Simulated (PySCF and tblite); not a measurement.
Values are calculated unless marked as measured or tabulated.
Stationary points of C$_{5}$HClN$_{2}$O$_{2}$ at GFN2-xTB, in Å:

Structure A

```
 1 N     3.422   -1.041   -0.845
 2 C     2.478   -0.472   -0.539
 3 C     1.306    0.293   -0.141
 4 O     1.375    1.447    0.204
 5 C     0.049   -0.480   -0.201
 6 Cl    0.150   -2.135   -0.673
 7 C    -1.150    0.080    0.101
 8 O    -2.321   -0.593   -0.034
 9 C    -1.256    1.443    0.504
10 N    -1.469    2.513    0.854
11 H    -2.584   -1.055    0.770
```

Structure B

```
 1 N     3.495   -0.921   -0.938
 2 C     2.523   -0.417   -0.609
 3 C     1.317    0.276   -0.181
 4 O     1.325    1.440    0.148
 5 C     0.117   -0.565   -0.189
 6 Cl    0.264   -2.209   -0.684
 7 C    -1.093   -0.062    0.187
 8 O    -2.194   -0.825    0.183
 9 C    -1.232    1.293    0.598
10 N    -1.510    2.348    0.949
11 H    -2.975   -0.334    0.472
```

Structure C

```
 1 N     3.310   -1.135   -0.840
 2 C     2.404   -0.505   -0.543
 3 C     1.263    0.317   -0.163
 4 O     1.367    1.498    0.073
 5 C     0.006   -0.427   -0.096
 6 Cl    0.029   -2.134   -0.467
 7 C    -1.181    0.151    0.243
 8 O    -2.331   -0.505    0.312
 9 C    -1.261    1.542    0.553
10 N    -1.411    2.645    0.814
11 H    -2.190   -1.443    0.088
```

Geometries: GFN2-xTB; energies: CAM-B3LYP/pcSseg-1 + D3(BJ); zero-point and thermal terms from GFN2-xTB harmonic modes (soft modes blended into free rotors).

Question: Which structure is a saddle point, and along which motion?

Answer: A: one imaginary mode (560i cm⁻¹ at GFN2-xTB, mostly on H11), along the rotation about the C7–O8 bond (torsion C5–C7–O8–H from 0° to 180°, rising).

Question: Give their symmetry and energies above the lowest.

Answer: A C1, 7.5 kcal/mol; B Cs, 1.7 kcal/mol; C Cs, 0.0 kcal/mol.
